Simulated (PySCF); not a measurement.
Numbering as in the mapped SMILES `[CH3:1][C:2]#[C:3][C@H:4]1[CH2:5][Si@H:6]([Cl:7])[CH2:8]1`; H(Xn) means a hydrogen on atom n. Ha(C5), Ha(C8) are cis to C3 on the ring; Hb(C5), Hb(C8) are trans to C3 on the ring.

[PySCF 2.14.0 with density-fitted response routines: structure optimised with GFN2-xTB; shieldings: GIAO PBE0/pcSseg-1; non-relativistic Hamiltonian; rapidly exchanging positions averaged; a single conformation; isolated molecule]

List the cross peaks expected in HSQC, COSY and HMBC spectra.

Results:



HSQC (one-bond C–H):
```tsv
δH	δC
3.18 (H(C4))	21.3 (C4)
2.28 (Hb(C5)/Hb(C8))	34.0 (C5/C8)
1.99 (H(C1))	4.8 (C1)
1.92 (Ha(C5)/Ha(C8))	34.0 (C5/C8)
```

COSY cross peaks (H two or three bonds apart, from the bond graph; peaks can be absent where the dihedral angle is near 90°):
```tsv
δH	δH
5.89 (H(Si6))	2.28 (Hb(C5)/Hb(C8))
5.89 (H(Si6))	1.92 (Ha(C5)/Ha(C8))
3.18 (H(C4))	2.28 (Hb(C5)/Hb(C8))
3.18 (H(C4))	1.92 (Ha(C5)/Ha(C8))
2.28 (Hb(C5)/Hb(C8))	1.92 (Ha(C5)/Ha(C8))
```

HMBC (two and three bonds, from the bond graph):
```tsv
δH	δC
5.89 (H(Si6))	34.0 (C5/C8), 21.3 (C4)
3.18 (H(C4))	92.7 (C3), 85.4 (C2), 34.0 (C5/C8)
2.28 (Hb(C5)/Hb(C8))	92.7 (C3), 34.0 (C5/C8), 21.3 (C4)
1.99 (H(C1))	92.7 (C3), 85.4 (C2)
1.92 (Ha(C5)/Ha(C8))	92.7 (C3), 34.0 (C5/C8), 21.3 (C4)
```

δ = σ(ref) − σ, references computed at the same level: TMS for $^{1}$H (31.72 ppm), $^{13}$C (186.93 ppm).

Shifts are as computed. Against solution values, carbons near 30 ppm lie about +3 ppm off and those near 130 ppm about +5 ppm. Of 1309 compounds with measured shifts, 239 miss one by over three times the rms of a fit or turn the order of signals round; such compounds aren't used in these exercises.
